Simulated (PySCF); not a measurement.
Cost of response and excited-state runs on `N#Cc1cc([SiH3])n2ccccc12`, C9H8N2Si

Atoms are numbered as in `[N:1]#[C:2][c:3]1[cH:4][c:5]([SiH3:6])[n:7]2[cH:8][cH:9][cH:10][cH:11][c:12]12`; H(Xn) means a hydrogen on atom n.

PySCF with density fitting, on 1 thread of an Arm Neoverse V2, shared host. Command: `OMP_NUM_THREADS=1 python excited_run.py task.json out`

**Question.** How long does each of these runs take, and how much memory?
- excited states, HF/def2-SVP; Tamm-Dancoff; spin-orbit couplings; 6 states; 4 triplets; quadratic response for 4 states
- excited states, wB97X-D/6-31+G*; Tamm-Dancoff; spin-orbit couplings; 20 states; 4 triplets; quadratic response for 4 states; SCF tolerance 1e-06 Eh
- excited states, wB97X-D/def2-SVP; Tamm-Dancoff; spin-orbit couplings; 6 states; 4 triplets; quadratic response for 4 states; writes grids
- excited states, wB97X-D/def2-SVP; Tamm-Dancoff; spin-orbit couplings; 6 states; 4 triplets; quadratic response for 4 states; core not frozen
- excited states, wB97X/aug-pcseg-0; Tamm-Dancoff; spin-orbit couplings; 6 states; 4 triplets; quadratic response for 4 states; guess huckel

**Answer.** 
```csv
run,level,basis functions,wall time,peak memory (GiB)
excited states,HF/def2-SVP,212,28 s,0.83
excited states,wB97X-D/6-31+G*,236,100 s,1.4
excited states,wB97X-D/def2-SVP,212,74 s,0.98
excited states,wB97X-D/def2-SVP,212,84 s,1.1
excited states,wB97X/aug-pcseg-0,184,66 s,1.1
```
Times from a shared host are rough.
